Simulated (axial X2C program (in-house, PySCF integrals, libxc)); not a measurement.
Low determinants of AlHf at the PBE0 level, two-component

Calculated with an in-house relativistic program for diatomic molecules. Two-component (2c) means X2C with spin–orbit coupling and atomic mean-field two-electron Coulomb and Gaunt terms. Basis: Hf dyall-cv3z [13s14p9d7f4g], Al dyall-v3z [8s8p2d1f] (cores contracted in-house); Gaussian nuclei, density fitting, unrestricted open shells. Masses: Hf 179.947 u, Al 26.982 u.

Search at 2.649 Å (vertical energies from the lowest determinant):

```json
{"ΔE (eV)": "0.00", "state": "Ω = 3/2", "electrons beyond evenly filled partner blocks": "ω = 3/2", "electrons in ±ω = 1/2, 3/2, 5/2, 7/2": "52 23 8 2"}
{"ΔE (eV)": "0.21", "state": "Ω = 1/2", "electrons beyond evenly filled partner blocks": "ω = 1/2", "electrons in ±ω = 1/2, 3/2, 5/2, 7/2": "51 24 8 2"}
{"ΔE (eV)": "0.27", "state": "Ω = 1/2", "electrons beyond evenly filled partner blocks": "2 × ω = -1/2, ω = 3/2", "electrons in ±ω = 1/2, 3/2, 5/2, 7/2": "52 23 8 2"}
{"ΔE (eV)": "0.53", "state": "Ω = 5/2", "electrons beyond evenly filled partner blocks": "ω = -1/2, 2 × ω = 3/2", "electrons in ±ω = 1/2, 3/2, 5/2, 7/2": "51 24 8 2"}
{"ΔE (eV)": "0.55", "state": "Ω = 7/2", "electrons beyond evenly filled partner blocks": "ω = -1/2, ω = 3/2, ω = 5/2", "electrons in ±ω = 1/2, 3/2, 5/2, 7/2": "51 23 9 2"}
{"ΔE (eV)": "0.63", "state": "Ω = 1/2", "electrons beyond evenly filled partner blocks": "ω = 1/2", "electrons in ±ω = 1/2, 3/2, 5/2, 7/2": "53 22 8 2"}
{"ΔE (eV)": "0.74", "state": "Ω = 5/2", "electrons beyond evenly filled partner blocks": "2 × ω = 1/2, ω = 3/2", "electrons in ±ω = 1/2, 3/2, 5/2, 7/2": "52 23 8 2"}
```

Lowest determinant, Ω = 3/2 (⟨Sz⟩ = 1.46, ⟨Lz⟩ = 0.04 at PBE0): Re = 2.644 Å, ωe = 283.8 cm⁻¹.

The determinant in row 2 of the search, Ω = 1/2 (⟨Sz⟩ = -1.46, ⟨Lz⟩ = 1.96 at PBE0), was followed along the bond at PBE0; measured from the minimum of the lowest determinant it gives:

Te = 0.210 eV (1691 cm⁻¹), Re = 2.685 Å, ωe = 268.9 cm⁻¹.

Question: Compare the bond of the determinant in row 2 with that of the lowest one.

Answer: At PBE0 its Re is 0.041 Å longer and its force constant, which goes as ωe², is 0.90 times that of the lowest determinant. T0 ≈ Te + Δωe/2 = 1691 + (-7) = 1684 cm⁻¹.

The search compares states at one distance, so a state with another bond length can lie lower; it is not exhaustive and yields mostly the lowest determinant of each block pattern, so other components and higher states of one pattern are missing. These are energies of single determinants, not of spin-adapted states; PBE0 term energies can be off by some tenths of an eV, and the functional has no current term. The lowest determinant need not be the ground state where others lie within half an eV.
